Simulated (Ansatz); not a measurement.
C4H9Al can be A, `C[CH]1[CH2][Al]1[CH3]`, or B, `[CH3][AlH][CH]1CC1`.

Isolated molecules relaxed with PBE0-D4/def2-TZVP in Ansatz; ΔE leaves out vibrations. CCSD(T)/CBS is the MP2 limit (def2-TZVPP, def2-QZVPP) plus CCSD(T) − MP2 in def2-TZVPP, frozen cores. DFT in def2-TZVPP. B3LYP here is the variant with VWN-RPA as its local correlation; programs differ in this. Each species was taken in one conformer, which may not be the lowest.

Question: Which is lower in electronic energy at CCSD(T)/CBS, and by how much? (Best estimate.)

Answer: The calculation gave: B, by 13.4 kcal/mol.

Question: Give E(B) − E(A) in kcal/mol with B2PLYP, PBE0-D4, CCSD/def2-TZVPP, B3LYP-D4, HF/def2-TZVPP, ωB97M-V, B3LYP. (An estimate is asked.)

Answer: The calculation gave: B2PLYP -13.2, PBE0-D4 -13.4, CCSD/def2-TZVPP -14.5, B3LYP-D4 -13.5, HF/def2-TZVPP -18.6, ωB97M-V -13.9, B3LYP -12.9. None reverses the order clearly.

Largest T1 diagnostic: 0.010.

From PBE to PBE0 (25 % exact exchange), in def2-TZVPP and without D4, E(B) − E(A) moves by −1.8 kcal/mol. In def2-TZVPP, CCSD(T) changes the Hartree–Fock value by +4.8 kcal/mol (the triples alone add +0.7 kcal/mol) and MP2 by +4.4 kcal/mol.
